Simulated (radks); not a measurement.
The cobalt ion Co+ inside a hard spherical wall (all orbitals vanish at R), configuration held at [Ar] 3d8 and not refilled when levels cross. Method: non-relativistic Kohn-Sham, PBE, spin-unpolarised, spherical densities, point nucleus; computed with a radial shooting solver on a logarithmic mesh with Libxc functionals. Eigenvalues in eV, with the zero of energy where the potential of the charges vanishes at infinity; a dash marks a level that is unbound or too diffuse for the functional's potential to be trusted. A positive occupied level is held by the wall or, in an anion where self-interaction has pushed it up, behind a barrier. The pressure on the wall is -dE/dV.

R (bohr)	E (hartree)	kinetic (hartree)	e(2p)	e(3s)	e(3p)	e(3d)	e(4s, empty)	e(4p, empty)	pressure (GPa)
free	-1382.17572	1381.121	-768.87	-102.90	-68.266	-12.320	-10.923	-6.308	0
20	-1382.17572	1381.121	-768.87	-102.90	-68.266	-12.320	-10.923	-6.308	< 0.0001
15	-1382.17572	1381.121	-768.87	-102.90	-68.266	-12.320	-10.923	-6.308	< 0.0001
12	-1382.17572	1381.121	-768.87	-102.90	-68.266	-12.320	-10.923	-6.306	< 0.0001
6	-1382.17376	1381.138	-768.71	-102.75	-68.118	-12.182	-10.611	-5.358	0.211
4	-1382.12137	1381.429	-766.63	-100.92	-66.325	-10.446	-6.781	0.748	13.5
3.5	-1382.04708	1381.772	-764.62	-99.238	-64.689	-8.787	-2.902	5.970	43.2
2.5	-1381.31885	1384.768	-752.69	-90.209	-55.817	1.081	23.520	37.496	680
1.5	-1370.69439	1424.341	-679.04	-38.955	-1.866	62.843	217.67	236.67	38000
